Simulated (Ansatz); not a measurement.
AlI2 (SMILES [I][Al+][I]), charge +1, singlet, geometry from GFN2-xTB (such geometries of metal compounds can be far from the true shape) (core potentials on I). Base run: Ansatz (a program for electronic structure) with HF/def2-SV(P).

The Ansatz input:
Ansatz 0.2 input:
```yaml
crystal:
  periodic: [false, false, false]
  atoms:
    - {symbol: Al, position_ang: [0.00000000, 0.00000000, 0.00000000]}
    - {symbol: I, position_ang: [-0.00000000, -0.00000000, -2.47377043]}
    - {symbol: I, position_ang: [0.00000000, 0.00000000, 2.47377043]}
basis:
  gaussian:
    orbitals: def2-SV_P_.json
hamiltonian:
  xc: hf
total_charge: 1
```
The basis file holds def2-SV(P) in the JSON format of the Basis Set Exchange.

The bond that is stretched is that between atoms 3 and 1. A test that says stable can miss a lower solution.

The base run was repeated with changes; each row names its change, and settings that it needs were set with it.

| change | ΔE vs base (eV) | <S^2> | stability test says |
|---|---|---|---|
| base | 0.00 | 0.000 | minimum (restricted orbitals) |
| spin_polarized = on; lower_state_search = off | 0.00 | 0.000 | undecided (no full test) |
| spin_polarized = on; lower_state_search = standard | 0.00 | 0.000 | minimum |
| bond × 1.25 | 1.71 | 0.000 | minimum (restricted orbitals) |
| spin_polarized = on; lower_state_search = off; bond × 1.25 | 1.71 | 0.000 | undecided (no full test) |
| spin_polarized = on; lower_state_search = standard; bond × 1.25 | 1.60 | 0.390 | minimum |
| bond × 1.5 | 3.24 | 0.000 | minimum (restricted orbitals) |
| spin_polarized = on; lower_state_search = off; bond × 1.5 | 3.24 | 0.000 | undecided (no full test) |
| spin_polarized = on; lower_state_search = standard; bond × 1.5 | 2.00 | 1.025 | minimum |
| bond × 1.8 | 4.36 | 0.000 | minimum (restricted orbitals) |
| spin_polarized = on; lower_state_search = off; bond × 1.8 | 4.36 | 0.000 | undecided (no full test) |
| spin_polarized = on; lower_state_search = standard; bond × 1.8 | 2.06 | 1.026 | minimum |
| bond × 2.2 | 5.06 | 0.000 | minimum (restricted orbitals) |
| spin_polarized = on; lower_state_search = off; bond × 2.2 | 5.06 | 0.000 | undecided (no full test) |
| spin_polarized = on; lower_state_search = standard; bond × 2.2 | 2.13 | 1.026 | minimum |
| bond × 3.0 | 5.42 | 0.000 | minimum (restricted orbitals) |
| spin_polarized = on; lower_state_search = off; bond × 3.0 | 5.42 | 0.000 | undecided (no full test) |
| spin_polarized = on; lower_state_search = standard; bond × 3.0 | 2.18 | 1.026 | minimum |

Where a bond breaks into two radicals, a solution with restricted orbitals usually stops being the lowest and lies too high; an unrestricted one lies lower at the price of spin contamination, which <S^2> shows.
